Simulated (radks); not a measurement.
All-electron atom: Tb in [Kr] 4d10 4f9 5s1.75 5p6 6s2 5d0.25 (fractional occupations, a model configuration).

All-electron calculation, Dirac Kohn-Sham, PBEsol, spin-unpolarised, spherical densities, finite nucleus; open shells fill j = l - 1/2 first; Fermi nuclear charge, rms radius 5.06 fm. Program: a radial shooting solver on a logarithmic mesh with Libxc functionals.

Energy parts (eV):
| part | energy |
|---|---|
| total | -318744.51 |
| kinetic | 348512.17 |
| electron-nucleus | -784689.80 |
| Hartree | 124323.24 |
| exchange-correlation | -6890.11 |

Orbitals (lengths in bohr, moments of r in powers of bohr; <r^-3> diverges for s and p1/2):
orbital  occ.  eigenvalue (eV)  <r^-3>
1s1/2       2        -51775.03       -
2s1/2       2        -8579.334       -
2p1/2       2        -8154.589       -
2p3/2       4        -7408.472   10440
3s1/2       2        -1903.017       -
3p1/2       2        -1718.063       -
3p3/2       4        -1564.066    2229
3d3/2       4        -1244.874   375.9
3d5/2       6        -1211.261   332.8
4s1/2       2        -377.2739       -
4p1/2       2        -304.8120       -
4p3/2       4        -270.4833   497.4
4d3/2       4        -151.0684   71.19
4d5/2       6        -144.8703   62.06
4f5/2       6          -4.3182   8.449
4f7/2       3          -3.5319   8.085
5s1/2    1.75         -48.2549       -
5p1/2       2         -28.7127       -
5p3/2       4         -24.2777   63.00
5d3/2    0.25          -1.7540   2.576
5d5/2       0          -1.5420   2.101
6s1/2       2          -3.8722       -

The highest occupied level is 5d3/2 at -1.754 eV. Summed over all electrons, <r^2> = 79.91 bohr^2, which gives a Langevin (diamagnetic) susceptibility term of -63.3 x 10^-6 cm^3/mol.

Run on one thread of a shared host, so times are rough (Arm Neoverse N1): 0.26 s of CPU time, 0.26 s wall, 17 iterations on 2440 mesh points.
